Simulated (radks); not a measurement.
Results of a calculation; reference values are marked as such.
Question: V+, configuration [Ar] 3d4 (the NIST ground configuration). Level of theory: Dirac Kohn-Sham, PBEsol, spin-unpolarised, spherical densities, finite nucleus; open shells fill j = l - 1/2 first; Fermi nuclear charge, rms radius 3.6002 fm (a radial shooting solver on a logarithmic mesh with Libxc functionals). Some entries of the table are withheld. Estimate them.

| orbital | occ. | eigenvalue (eV) | <r^2> (bohr^2) | <1/r> (bohr^-1) |
|---|---|---|---|---|
| 1s1/2 | 2 | -5360.376 | 0.005945 | (1) |
| 2s1/2 | 2 | -603.8607 | 0.1125 | 4.809 |
| 2p1/2 | 2 | (2) | 0.09149 | 4.747 |
| 2p3/2 | 4 | (3) | 0.09323 | 4.681 |
| 3s1/2 | 2 | -72.8779 | (4) | 1.476 |
| 3p1/2 | 2 | (5) | (6) | 1.345 |
| 3p3/2 | 4 | (7) | (8) | 1.331 |
| 3d3/2 | 4 | -8.9558 | 3.244 | 0.9091 |
| 3d5/2 | 0 | -8.8975 | 3.275 | 0.9053 |

Answer: 
(1) 1s1/2 <1/r> (bohr^-1): 22.82
(2) 2p1/2 eigenvalue (eV): -509.5829
(3) 2p3/2 eigenvalue (eV): -502.4902
(4) 3s1/2 <r^2> (bohr^2): 1.058
(5) 3p1/2 eigenvalue (eV): -47.5342
(6) 3p1/2 <r^2> (bohr^2): 1.242
(7) 3p3/2 eigenvalue (eV): -46.7221
(8) 3p3/2 <r^2> (bohr^2): 1.264
